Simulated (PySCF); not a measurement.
Correlation energy of B (boron, neutral)

[He] 2s2 3d1, 2D determinant (an excited configuration). Calculation: PySCF 2.14, in aug-cc-pwCVTZ; no relativity, point nucleus. Frozen: 1s2; 3 electrons correlated.

| level | correlation energy (mhartree) |
| --- | --- |
| CCSD | -56.20 |
| (T) | -4.32 |
| CCSD(T) | -60.52 |

Diagnostics: T1 = 0.028, D1 = 0.0614, largest double amplitude 0.325.

The outer electron is Rydberg-like, and this basis confines it to a smaller radius and binds it less than a complete one would. A double-excitation amplitude exceeds 0.15, a sign of near-degeneracy.

Cost of the coupled-cluster step: roughly 7 core-seconds, for 3 correlated electrons.
